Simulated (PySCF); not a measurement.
## Assigning NMR signals

Structure with atom numbers: `[CH:1]#[C:2][SiH2:3][S:4][CH2:5][C:6]([CH3:7])([CH3:8])[CH3:9]`; H(Xn) means a hydrogen on atom n.

PySCF 2.14.0 with density-fitted response routines calculation with PBE0/pcSseg-1 with gauge-including orbitals and geometry from PBE0-D3(BJ)/def2-SVP; non-relativistic Hamiltonian, in vacuum, single conformer, rapidly exchanging positions averaged.

δ = σ(ref) − σ, references computed at the same level: TMS for 13C (184.41 ppm) and 1H (31.27 ppm).

(1) Assign these signals to the numbered atoms. 13C{1H} NMR (computed): δ 105.1 (CH), 84.8 (C), 47.9 (CH2), 32.4 (C), 30.4 (CH3).

(2) Assign these signals to the numbered atoms. 1H NMR (400 MHz, computed): δ 4.88 (d, 2H), 2.43 (t, 1H), 2.34 (s, 2H), 1.07 (s, 9H).

Results:

(1) 
105.1 → C1, terminal alkyne carbon
84.8 → C2, alkyne carbon: the triple bond shields along its axis, which puts it between sp3 and sp2 carbons
47.9 → C5, sp3 CH2 bonded to S
32.4 → C6, quaternary sp3 carbon: a saturated carbon with 4 carbon neighbours and no heteroatom attached
30.4 → C7/C8/C9, methyl carbon: saturated and bonded to C and H only

(2) 
4.88 → H(Si3), hydrogen on a silicon bonded to C, S
2.43 → H(C1), hydrogen on a terminal alkyne carbon: it lies on the axis of the triple bond, in its shielding cone
2.34 → H(C5), hydrogen on an sp3 CH2 bonded to S
1.07 → H(C7)/H(C8)/H(C9), hydrogen on a methyl carbon: far from electronegative atoms and π systems

H(C1) and H(C5) lie closer than the usual error of such a calculation, so a measured spectrum could show them in the other order.

Shifts are as computed. Against solution values, carbons near 30 ppm lie about +2 ppm off and those near 130 ppm about +5 ppm. Of 1313 compounds with measured shifts, 239 miss one by over three times the rms of a fit or turn the order of signals round; such compounds aren't used in these exercises. No couplings were computed; multiplicities are counted from neighbouring protons, with m where these are inequivalent, close in shift, in a saturated or five-membered ring or joined by F or P, and br s for small geminal =CH2 splittings.
